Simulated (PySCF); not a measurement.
# Core-level binding energies of `[F][GeH2][GeH2][SiH3]`

Species: FGe₂H₇Si.
Numbering: `[F:1][GeH2:2][GeH2:3][SiH3:4]`

Geometry (PBE0-D3(BJ)/def2-SVP, Å), atoms numbered from 1 in this order:
```
atom  x, y, z in Å
F1     1.5430   -1.5165   -0.7872
Ge2    1.9326   -0.1082    0.1914
Ge3   -0.1916    1.0495    0.3651
Si4   -1.7899   -0.5399   -0.4009
H5     2.4625   -0.6695    1.5244
H6     3.0421    0.6351   -0.5751
H7    -0.4455    1.4719    1.8243
H8    -0.1774    2.3127   -0.5162
H9    -1.7460   -1.7359    0.4912
H10   -3.1662    0.0428   -0.3707
H11   -1.4528   -0.9368   -1.7982
```

Theory: delta-SCF UKS SCAN, pcX-2 on the ionised atom, pcseg-1 elsewhere, spin-free X2C (PySCF). These are vertical core ionisation energies against the vacuum level, from separate self-consistent calculations with and without the core hole.

Question: List the computed XPS lines with their assignment.

Answer: 
| atom(s) | bonded to | level | binding energy (eV) | 2p1/2 (eV) | count |
| --- | --- | --- | --- | --- | --- |
| Si4 | 3 H and Ge | Si 1s | 1846.36 | – | 1 |
| F1 | Ge | F 1s | 690.91 | – | 1 |
| Si4 | 3 H and Ge | Si 2p3/2 | 106.64 | 107.26 | 1 |

Question: Which effective nuclear charge Zeff reproduces each element's mean 1s value in the hydrogen-like formula E = 13.606 eV × Zeff²?

Answer: F (Z = 9): mean 690.9 eV, Zeff = 7.13, Z − Zeff = 1.87; Si (Z = 14): mean 1846.4 eV, Zeff = 11.65, Z − Zeff = 2.35. Means run over the listed sites, weighted by atom count.

For 2p shells one spin-free hole was relaxed; a mean-field spin–orbit operator and the ground-state splitting of the three 2p orbitals were then diagonalised within the shell. The shell's mean is (2 × 2p3/2 + 2p1/2)/3, and the degeneracies 2j + 1 give areas of 2:1. 2p1/2 minus 2p3/2 (ligand field included): Si 0.62 eV. No level of germanium is listed. One conformer (not necessarily the lowest) at the PBE0-D3(BJ)/def2-SVP geometry, without solvent, vibrations or thermal averaging.
